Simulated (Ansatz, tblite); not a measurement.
Removing and adding an electron: Te(CN)2 (TeC₂N₂). The state is a singlet with charge 0. Geometry: B3LYP-D4/def2-SVP. Ansatz, gas phase; energy differences of separate SCF runs; the oxidised species was run as a doublet alone; the reduced species was run as a doublet alone.

```
atom   x (Å)   y (Å)   z (Å)
 Te1  -0.477   1.110   0.745
  C2   1.355   0.662  -0.100
  N3   2.414   0.484  -0.546
  C4  -1.362  -0.647   0.110
  N5  -1.931  -1.609  -0.209
```

In the def2 sets Te takes a core potential; there is no spin–orbit coupling. The xTB rows come from tblite.

```csv
level,−HOMO (eV),vertical IE (eV),−LUMO (eV),vertical EA (eV),HOMO–LUMO gap (eV),IE − EA (eV),remarks
GFN1-xTB,11.72,15.41,8.12,4.85,3.60,10.56,–
GFN2-xTB,11.63,15.43,8.15,4.50,3.47,10.92,–
PBE-D4/def2-TZVP,6.95,9.89,3.72,–,3.23,–,–
PBE-D4/def2-TZVPD,6.97,–,3.74,1.13,3.22,–,HOMO above zero (-1 doublet)
r2SCAN-D4/def2-TZVP,7.21,9.99,3.63,–,3.59,–,–
r2SCAN-D4/def2-TZVPD,7.22,–,3.64,1.22,3.58,–,HOMO above zero (-1 doublet)
PBE0-D4/def2-TZVP,8.04,10.10,2.91,–,5.13,–,–
PBE0-D4/def2-TZVPD,8.05,–,2.93,1.16,5.12,–,HOMO above zero (-1 doublet)
```

   A HOMO above zero means that the electron is unbound at that level or that self-interaction error raises the level; the energy of removing that electron tells which. Raw xTB energy differences between charge states are shifted by several eV; the methods need an empirical correction for them.
